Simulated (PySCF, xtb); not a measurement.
SbFBr2, SMILES [Br][Sb]([Br])[F].

xtb 6.7.1 with GFN2-xTB at its own geometry gives an orbital gap of 3.99 eV and a dipole moment of 7.16 D.

Geometry optimised at PBE0-D3(BJ)/def2-SVP. The def2 effective core potentials stand for the cores of Sb; spin–orbit coupling is left out.

Task: What does PySCF with r2SCAN/def2-TZVP give? (An estimate is asked for; the answer gives what the named calculation found.)

Result: gap 4.83 eV (levels -7.64 and -2.81 eV), dipole 2.75 D.
